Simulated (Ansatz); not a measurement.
`B[Si](Cl)(Cl)Cl` + HBr → `Cl[Si](Cl)(Cl)Br` + BH₃ at 600 K and 1 bar (cleavage of the Si–B bond).

Isolated molecules relaxed with PBE0-D4/def2-TZVP in Ansatz; ΔE leaves out vibrations. CBS: MP2 limit from def2 TZ/QZ plus the TZ coupled-cluster correction, frozen cores. This one scheme is used for every species. For Br outer-core shells are correlated without core-valence functions, which leaves a few kJ/mol of doubt a bond. Scalar relativity is left out up to krypton.

| species | CCSD(T)/CBS energy (Eh) | H − E (kJ/mol) | S (J/(mol·K)) |
| --- | --- | --- | --- |
| `B[Si](Cl)(Cl)Cl` | -1694.53226 | 125.9 | 452.0 |
| HBr | -2573.91920 | 33.5 | 219.1 |
| `Cl[Si](Cl)(Cl)Br` | -4241.93609 | 68.0 | 424.1 |
| BH₃ | -26.55200 | 91.5 | 217.3 |

H − E and S are ideal-gas, rigid-rotor, harmonic terms from PBE0-D4/def2-TZVP. 1 Eh = 2625.50 kJ/mol, R = 8.31446 J/(mol·K).

By hand: ΔE, ΔH, ΔS and ΔG.

ΔE = (-4241.93609) + (-26.55200) − (-1694.53226) − (-2573.91920) = -0.03663 Eh = -96.2 kJ/mol. Δ(H − E) = 68.0 + 91.5 − 125.9 − 33.5 = 0.1, so ΔH = -96.1 kJ/mol. ΔS = 424.1 + 217.3 − 452.0 − 219.1 = -29.7 J/(mol·K). ΔG = -96.1 − 600 × (-29.7)/1000 = -78.3 kJ/mol.

By hand: the equilibrium constant, and the temperature at which ΔG would vanish if ΔH and ΔS stayed fixed.

log₁₀ K = −ΔG/(RT ln 10) = 6.8. ΔG = 0 at ΔH/ΔS = 3236 K, far beyond where these terms or the molecules hold.

ΔH outweighs TΔS. A doubt of 5 kJ/mol in ΔE shifts log₁₀ K by 0.4 here. These are equilibria of isolated gas molecules and say nothing of rates. Largest T1 diagnostic: 0.010 (customary marks: 0.02 for closed shells, 0.045 for open ones).
